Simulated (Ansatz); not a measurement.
Harmonic frequencies (cm⁻¹) at PBE0-D4/def2-TZVP from Ansatz: 86, 122, 160, 205, 413, 415, 690, 770, 3995.

Each molecule was computed in one conformer, which needn't be the lowest.

Which molecule is it?
A. `[OH][Sc]([OH])[Cl]`
B. `[F][Sc]([Cl])[O][SiH3]`
C. `[OH][Sc]([F])[Cl]`
D. `[SiH3][O][Sc]([Cl])[Cl]`

C.
